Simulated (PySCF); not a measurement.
**Frontier orbitals and the lowest excitations**

Species: C6H8OS.
Structure used (GFN2-xTB), in Å, numbered top down from 1:
```
atom  x, y, z in Å
C1     2.2130    1.0944   -0.0069
S2     2.0598   -0.2866   -1.1717
C3     0.8863   -1.3408   -0.2242
C4    -0.4173   -0.6731   -0.0241
C5    -1.4613   -0.4493   -0.8753
C6    -2.4255    0.2768   -0.1360
C7    -1.8973    0.4436    1.1055
O8    -0.6808   -0.1230    1.1832
H9     2.9177    1.7940   -0.4434
H10    1.2464    1.5728    0.1223
H11    2.5907    0.7275    0.9436
H12    0.7829   -2.2426   -0.8245
H13    1.3511   -1.5739    0.7336
H14   -1.5288   -0.7614   -1.8969
H15   -3.3758    0.6251   -0.4846
H16   -2.2687    0.9256    1.9877
```

Computed, not measured: TDDFT CAM-B3LYP/def2-SVPD, vertical, gas phase, core orbitals frozen in the response in PySCF.

Frontier orbitals with the atoms that hold most of them (Löwdin shares over 4%, at most four atoms; ? is withheld):

```json
{"orbital": "HOMO-3", "ε (eV)": "-10.40", "atoms": "S2 56%, C1 17%, C3 12%"}
{"orbital": "HOMO-2", "ε (eV)": "-9.58", "atoms": "C6 28%, C5 26%, O8 23%, C7 8%"}
{"orbital": "HOMO-1", "ε (eV)": "-8.04", "atoms": "S2 36%, C7 13%, C4 12%, C3 9%"}
{"orbital": "HOMO", "ε (eV)": "-7.47", "atoms": "?"}
{"orbital": "LUMO", "ε (eV)": "0.88", "atoms": "?"}
{"orbital": "LUMO+1", "ε (eV)": "1.38", "atoms": "S2 54%, H12 11%, C3 8%, H14 5%"}
{"orbital": "LUMO+2", "ε (eV)": "1.39", "atoms": "S2 19%, C7 12%, O8 10%, C1 9%"}
```

Problem. Which atoms hold the LUMO, and with what shares?

Solution. S2 (bonded to 2 C) 22%; C4 (bonded to 2 C and O) 14%; O8 (bonded to 2 C) 13%; C7 (bonded to C, O and H) 11%. By element: carbon 25% or more, sulfur 22%, oxygen 13%.

Problem. Which atoms hold the HOMO, and with what shares?

Solution. S2 (bonded to 2 C) 41%; C4 (bonded to 2 C and O) 13%; C7 (bonded to C, O and H) 13%; C5 (bonded to 2 C and H) 9%. By element: sulfur 41%, carbon 36% or more.

Problem. How does S1 compare with the orbital gap of 8.36 eV?

Solution. S1 is at 5.14 eV (f = 0.037), 3.22 eV below the gap, made of HOMO→LUMO (57%), HOMO-1→LUMO (12%), HOMO→LUMO+1 (11%). Without the coupling terms of the response equations the lowest excitation would equal the gap.

Next come S2 at 5.75 eV (f 0.208), HOMO→LUMO+1 (34%), HOMO→LUMO (33%), HOMO-1→LUMO+1 (10%); S3 at 5.96 eV (f 0.080), HOMO-1→LUMO (61%), HOMO→LUMO+1 (18%); S4 at 6.16 eV (f 0.013), HOMO→LUMO+2 (75%); S5 at 6.48 eV (f 0.019), HOMO-1→LUMO+2 (43%), HOMO→LUMO+4 (32%), HOMO-1→LUMO+1 (11%).

Löwdin shares depend on the basis, the more so with diffuse functions.

One conformer stands for the species.
